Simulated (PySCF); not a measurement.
Record of a relaxation.

Species: 3-furoic acid, C₅H₄O₃.
SMILES with atom numbers: `[O:1]=[C:2]([OH:3])[c:4]1[cH:5][cH:6][o:7][cH:8]1` (hydrogens: H9 on O3; H10 on C5; H11 on C6; H12 on C8)

Method: PBE0-D3(BJ)/def2-SVP geometry optimisation, gas phase in PySCF 2.14.0; density fitting, grid level 2; the optimiser is geomeTRIC in internal coordinates, started from a GFN2-xTB structure. The frame can shift and turn from step to step; on so coarse a grid that alone can change the energy by a few meV, and forces under 0.02 eV/Å are noise.

Step 0: E = -11370.1986 eV, largest atomic force 0.672 eV/Å
```
atom  x, y, z in Å  |  force x, y, z in eV/Å
O1      2.173   -1.223    0.654   -0.040  -0.059   0.043
C2      1.572   -0.340    0.094    0.536  -0.206   0.097
O3      2.192    0.610   -0.623   -0.219   0.276  -0.173
C4      0.119   -0.175    0.109   -0.173  -0.030   0.038
C5     -0.661    0.836   -0.525   -0.228  -0.294   0.222
C6     -1.950    0.552   -0.211    0.286   0.194  -0.158
O7     -2.023   -0.550    0.562   -0.107  -0.106   0.084
C8     -0.781   -0.985    0.754    0.519   0.246  -0.220
H9      3.150    0.460   -0.605   -0.164  -0.220   0.168
H10    -0.289    1.642   -1.121    0.179   0.525  -0.381
H11    -2.873    1.035   -0.465   -0.562   0.174  -0.071
H12    -0.630   -1.862    1.351   -0.026  -0.499   0.350
```

Step 1: E = -11370.2151 eV, largest atomic force 0.213 eV/Å
```
atom  x, y, z in Å  |  force x, y, z in eV/Å
O1      2.152   -1.170    0.795    0.061  -0.009  -0.010
C2      1.576   -0.240    0.289   -0.163   0.063   0.123
O3      2.192    0.898   -0.061    0.044  -0.039   0.017
C4      0.129   -0.186    0.041    0.088  -0.054  -0.050
C5     -0.650    0.815   -0.627    0.091   0.094  -0.095
C6     -1.942    0.414   -0.506   -0.121  -0.050   0.093
O7     -2.011   -0.752    0.185    0.019  -0.007  -0.049
C8     -0.764   -1.115    0.503   -0.112   0.014   0.101
H9      3.112    0.796    0.224    0.046   0.001  -0.101
H10    -0.274    1.695   -1.145   -0.029  -0.002   0.090
H11    -2.894    0.840   -0.813    0.054  -0.040  -0.057
H12    -0.640   -2.026    1.086    0.018   0.029  -0.063
```

Step 2: E = -11370.2262 eV, largest atomic force 0.344 eV/Å
```
atom  x, y, z in Å  |  force x, y, z in eV/Å
O1      2.154   -1.148    0.828   -0.098  -0.045   0.161
C2      1.567   -0.218    0.335    0.183  -0.098  -0.274
O3      2.203    0.886   -0.083   -0.102   0.108   0.009
C4      0.121   -0.168    0.081    0.023   0.139   0.268
C5     -0.656    0.839   -0.583   -0.005  -0.119  -0.125
C6     -1.941    0.401   -0.522   -0.070   0.063   0.052
O7     -2.014   -0.775    0.148    0.087   0.070   0.001
C8     -0.773   -1.109    0.515    0.003  -0.102  -0.085
H9      3.142    0.750    0.115   -0.032  -0.024  -0.004
H10    -0.284    1.741   -1.061   -0.008   0.013   0.027
H11    -2.886    0.803   -0.878    0.004   0.004  -0.022
H12    -0.647   -2.032    1.075    0.015  -0.009  -0.009
```

Step 3: E = -11370.2306 eV, largest atomic force 0.221 eV/Å
```
atom  x, y, z in Å  |  force x, y, z in eV/Å
O1      2.137   -1.140    0.876    0.110   0.171  -0.026
C2      1.569   -0.218    0.345   -0.183  -0.088  -0.086
O3      2.190    0.884   -0.102    0.137  -0.130   0.045
C4      0.124   -0.165    0.096   -0.083   0.071   0.092
C5     -0.651    0.838   -0.576   -0.012  -0.021  -0.042
C6     -1.939    0.406   -0.519    0.097  -0.036   0.039
O7     -2.008   -0.776    0.141   -0.046  -0.032   0.026
C8     -0.770   -1.115    0.512   -0.021   0.020  -0.100
H9      3.134    0.752    0.071    0.012   0.029   0.024
H10    -0.277    1.745   -1.043    0.009   0.025   0.005
H11    -2.880    0.806   -0.885   -0.015   0.002   0.002
H12    -0.643   -2.048    1.054   -0.006  -0.012   0.020
```

Step 4: E = -11370.2316 eV, largest atomic force 0.255 eV/Å
```
atom  x, y, z in Å  |  force x, y, z in eV/Å
O1      2.145   -1.110    0.905   -0.071  -0.120  -0.048
C2      1.566   -0.217    0.337    0.115   0.114   0.197
O3      2.203    0.874   -0.115   -0.070   0.030  -0.152
C4      0.120   -0.163    0.096    0.032  -0.049  -0.115
C5     -0.655    0.835   -0.584   -0.017   0.035   0.084
C6     -1.943    0.408   -0.512    0.044  -0.025  -0.046
O7     -2.012   -0.776    0.144   -0.013  -0.031  -0.011
C8     -0.771   -1.120    0.502    0.008   0.039   0.026
H9      3.143    0.740    0.081   -0.018  -0.009   0.033
H10    -0.284    1.745   -1.048    0.006   0.013   0.003
H11    -2.886    0.810   -0.872   -0.010   0.002   0.006
H12    -0.641   -2.057    1.037   -0.007   0.001   0.024
```

Step 5: E = -11370.2347 eV, largest atomic force 0.068 eV/Å
```
atom  x, y, z in Å  |  force x, y, z in eV/Å
O1      2.140   -1.117    0.899    0.001   0.000   0.005
C2      1.567   -0.215    0.342   -0.003  -0.001   0.005
O3      2.201    0.870   -0.126   -0.001  -0.005  -0.015
C4      0.120   -0.161    0.098    0.006  -0.002   0.009
C5     -0.654    0.841   -0.576   -0.014  -0.027   0.027
C6     -1.940    0.403   -0.517   -0.050   0.035  -0.031
O7     -2.010   -0.781    0.138    0.029   0.021  -0.014
C8     -0.771   -1.117    0.505    0.028  -0.027   0.005
H9      3.140    0.742    0.077    0.005   0.002   0.002
H10    -0.284    1.754   -1.034   -0.003  -0.004   0.001
H11    -2.883    0.803   -0.880   -0.001   0.003   0.001
H12    -0.641   -2.051    1.046    0.002   0.005   0.004
```

Step 6: E = -11370.2345 eV, largest atomic force 0.116 eV/Å
```
atom  x, y, z in Å  |  force x, y, z in eV/Å
O1      2.140   -1.111    0.909   -0.011   0.005   0.020
C2      1.567   -0.212    0.346    0.013  -0.001  -0.041
O3      2.204    0.865   -0.136   -0.005   0.005   0.005
C4      0.121   -0.158    0.101   -0.032   0.013   0.019
C5     -0.658    0.841   -0.571    0.039   0.083  -0.041
C6     -1.944    0.403   -0.521    0.091  -0.056   0.046
O7     -2.007   -0.784    0.132   -0.061  -0.055   0.030
C8     -0.768   -1.118    0.505   -0.036   0.009  -0.036
H9      3.143    0.738    0.069    0.000   0.000  -0.001
H10    -0.289    1.757   -1.024    0.005   0.003  -0.006
H11    -2.887    0.801   -0.885    0.004  -0.007   0.007
H12    -0.638   -2.052    1.045   -0.007   0.001  -0.001
```

Step 7: E = -11370.2351 eV, largest atomic force under 0.02 eV/Å
```
atom  x, y, z in Å  |  force x, y, z in eV/Å
O1      2.139   -1.107    0.916    0.003   0.005   0.004
C2      1.566   -0.211    0.346   -0.001  -0.004  -0.003
O3      2.202    0.864   -0.141    0.003  -0.003  -0.001
C4      0.120   -0.159    0.102    0.007   0.004  -0.002
C5     -0.656    0.842   -0.571   -0.003   0.002   0.011
C6     -1.941    0.402   -0.519    0.008  -0.007  -0.001
O7     -2.008   -0.786    0.131   -0.015  -0.006   0.005
C8     -0.769   -1.120    0.504    0.002   0.011  -0.014
H9      3.141    0.739    0.065   -0.001   0.001   0.000
H10    -0.287    1.759   -1.023    0.001  -0.002  -0.004
H11    -2.884    0.800   -0.883   -0.002  -0.001   0.003
H12    -0.639   -2.055    1.042   -0.001   0.000   0.001
```

Problem. Summarise the path.

Solution. The energy falls by 0.84 kcal/mol from step 0 to step 7; nine tenths of that is first reached at step 4. It never rises by more than 0.2 meV. The largest force goes from 0.672 to under 0.02 eV/Å. Among the bonds C5–H10 changes most, from 1.069 to 1.087 Å; the atoms move by 0.032 Å rms after alignment.

Problem. Follow the three bonds and two angles with the largest change from start to end.

Solution. 
| step | E above end (kcal/mol) | largest force (eV/Å) | C5–H10 (Å) | C8–H12 (Å) | C6–H11 (Å) | C2–O3–H9 (°) | C2–C4–C8 (°) |
| --- | --- | --- | --- | --- | --- | --- | --- |
| 0 | 0.84 | 0.672 | 1.069 | 1.072 | 1.072 | 109.7 | 126.1 |
| 1 | 0.46 | 0.213 | 1.088 | 1.088 | 1.088 | 105.7 | 124.1 |
| 2 | 0.20 | 0.344 | 1.087 | 1.087 | 1.087 | 106.3 | 124.4 |
| 3 | 0.10 | 0.221 | 1.086 | 1.086 | 1.086 | 106.2 | 124.5 |
| 4 | 0.08 | 0.255 | 1.086 | 1.087 | 1.086 | 106.3 | 124.5 |
| 5 | 0.01 | 0.068 | 1.087 | 1.087 | 1.087 | 106.1 | 124.5 |
| 6 | 0.01 | 0.116 | 1.087 | 1.087 | 1.087 | 106.1 | 124.4 |
| 7 | 0.00 | under 0.02 | 1.087 | 1.087 | 1.087 | 106.2 | 124.5 |

The cost below is that of the whole optimisation. On one thread of an Intel Xeon Platinum 8488C, shared host, this took 58 s of wall time and 0.72 GiB of memory at its peak.
